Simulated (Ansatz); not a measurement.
ammonia (H₃N), singlet, geometry from GFN2-xTB. Base run: Ansatz (a first-principles code) with PBE/6-31G*.

Input for Ansatz:
Ansatz 0.2 input:
```yaml
crystal:
  periodic: [false, false, false]
  atoms:
    - {symbol: N, position_ang: [-0.00088861, 0.00220129, 0.11002386]}
    - {symbol: H, position_ang: [0.01587655, 0.93846578, -0.27548989]}
    - {symbol: H, position_ang: [0.81249024, -0.48875726, -0.24050098]}
    - {symbol: H, position_ang: [-0.82214652, -0.46511757, -0.25417613]}
basis:
  gaussian:
    orbitals: 6-31G*
hamiltonian:
  xc: pbe
```

The base run was repeated with changes; each row names its change, and settings that it needs were set with it.

```
change                 basis functions     E (Eh)
---------------------  ---------------  ---------
base                                21  -56.46983
basis = 6-31G                       15  -56.45201
basis = pcseg-0                     15  -56.30748
basis = cc-pVDZ                     29  -56.47613
basis = 6-31G**                     30  -56.47966
basis = 6-311++G**                  43  -56.50517
basis = 6-311+G(2d,p)               45  -56.50633
basis = cc-pVTZ                     72  -56.50645
basis = pc-2                        72  -56.51326
basis = pcseg-2                     72  -56.51184
basis = def2-TZVPP                  73  -56.51055
basis = aug-cc-pVTZ                115  -56.51116
basis = cc-pVQZ                    145  -56.51343
```

Totals compare only among sets that treat the same electrons; sets with core potentials leave the core out.
